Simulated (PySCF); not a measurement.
Mapped SMILES: `[N:1]#[C:2][C:3]1=[C:4]([F:5])[SiH2:6][CH:7]=[CH:8][SiH2:9]1`. Hydrogens are named by the atom that carries them.

Geometry: GFN2-xTB; GIAO shifts from PySCF 2.14, gas phase, non-relativistic, averaged over equivalent atoms.

At wB97X-D/cc-pVDZ (164 basis functions, 100 s wall time on 1 thread of an Intel Xeon, shared host):
```json
{"atoms": "N1", "δ (ppm)": "298.9"}
{"atoms": "C4", "δ (ppm)": "184.6"}
{"atoms": "C8", "δ (ppm)": "145.7"}
{"atoms": "C7", "δ (ppm)": "141.9"}
{"atoms": "C2", "δ (ppm)": "107.3"}
{"atoms": "C3", "δ (ppm)": "102.0"}
{"atoms": "F5", "δ (ppm)": "-20.1"}
{"atoms": "Si9", "δ (ppm)": "-50.1"}
{"atoms": "Si6", "δ (ppm)": "-67.4"}
{"atoms": "H(C8)", "δ (ppm)": "7.24"}
{"atoms": "H(C7)", "δ (ppm)": "7.10"}
{"atoms": "H(Si9)", "δ (ppm)": "4.83"}
{"atoms": "H(Si6)", "δ (ppm)": "4.60"}
```

δ = σ(ref) − σ, references computed at the same level: NH3 for 15N (σref 273.48); TMS for 13C (σref 199.33) and 29Si (σref 419.75) and 1H (σref 31.88); 19F (σref 205.40) against CFCl3.

Q: Estimate the result of repeating the calculation with PBE0/pcSseg-1.

A: 
```tsv
atoms	δ at PBE0/pcSseg-1	change
N1	335.0	+36.1
C4	194.4	+9.8
C8	154.5	+8.8
C7	150.6	+8.7
C2	117.1	+9.8
C3	102.9	+0.9
F5	-26.5	-6.4
Si9	-52.8	-2.7
Si6	-72.8	-5.4
H(C8)	7.35	+0.11
H(C7)	7.23	+0.13
H(Si9)	4.94	+0.11
H(Si6)	4.75	+0.15
```

Referencing at the same level of theory: NH3 for 15N (σref 267.73); TMS for 13C (σref 186.93), 29Si (σref 349.16), 1H (σref 31.72); CFCl3 for 19F (σref 170.95).

The largest change is at N1 (nitrile nitrogen). Cost: 197 basis functions, 110 s wall time on 1 thread of an Intel Xeon, shared host. The order of the carbon signals is the same at both levels.

Unscaled 19F shifts against computed CFCl3 carry errors that often reach 10 to 50 ppm. Experimental scales use liquid or dissolved standards, which lie at an offset from isolated NH3 (liquid NH3: subtract about 20 ppm). Unscaled 15N shifts of sp2 nitrogen come out 20 to 40 ppm too high even then.
